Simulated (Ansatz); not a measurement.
Harmonic frequencies (cm⁻¹) at PBE0-D4/def2-TZVP from Ansatz: 100, 241, 252, 393, 441, 584, 599, 1891, 2442.

Each molecule was computed in one conformer, which needn't be the lowest.

(1) Which molecule is it?
A. `[NH2][In]([OH])[SH]`
B. `[Br][InH2]`
C. `[SiH3][In]([Cl])[Cl]`
D. `[F][InH][SeH]`

Results:

(1) D.
